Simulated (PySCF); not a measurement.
A structure optimised at B3LYP-D3(BJ)/def2-SVP, used in a PySCF frequency run:

```xyz
8

Sn     0.3641    -0.3314     0.0000
C     -1.3865    -1.5912     0.0000
Cl    -0.4387     1.9123     0.0000
H      1.3145    -0.4923    -1.4230
H      1.3145    -0.4923     1.4230
H     -1.9849    -1.3794     0.8968
H     -1.0852    -2.6491     0.0000
H     -1.9849    -1.3794    -0.8968
```
Charge 0, spin multiplicity 1.

Write its SMILES, formula and point group.

[CH3][SnH2][Cl], CH5ClSn, Cs

What are its rotational constants (standard atomic weights)?

8.0663, 2.6458, 2.0861 GHz
